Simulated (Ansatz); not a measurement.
A made-up structure of AlH$_{2}$Se, doublet:

Al1  (-0.536, -0.851, 0.201)
Se2  (0.683, 1.083, -0.255)
H3  (1.470, 1.384, 0.997)
H4  (-0.383, 1.666, -1.080)
(Å)

It is relaxed with PBE-D4/def2-SVP and then PBE0-D4/def2-TZVP (Ansatz 0.2.0). Atoms count as bonded within 1.22 times the sum of their covalent radii (H–H: 0.88 Å). The end point is not checked to be a true minimum.

Q: Does its bonding change? (Judge from chemistry; the calculation decides.)

A: The calculation gives: Yes. Formed: Al1–H4; broken: Se2–H4.

Where it ends: The first stage lowers the energy by 2.50 eV in 13 steps. It ends as AlH₂Se ([AlH][SeH]):
| atom | x (Å) | y (Å) | z (Å) |
| --- | --- | --- | --- |
| Al1 | -0.5288 | 0.2279 | -0.0290 |
| Se2 | 1.3761 | 1.5715 | -0.0440 |
| H3 | 1.8352 | 1.0881 | 1.2645 |
| H4 | -1.4482 | 0.3942 | -1.3282 |

Labels in which every atom is bracketed show which atoms are joined, not bond orders.

For scale, one of the runs: PBE0-D4/def2-TZVP relaxation, 97 basis functions, launched by `ansatz run in.yaml --threads 2 --pin off --events-out ev --progress --plain --max-ram 4352MiB`. The run took about 12 s on 2 CPU threads of an Arm Neoverse V1 (shared host).
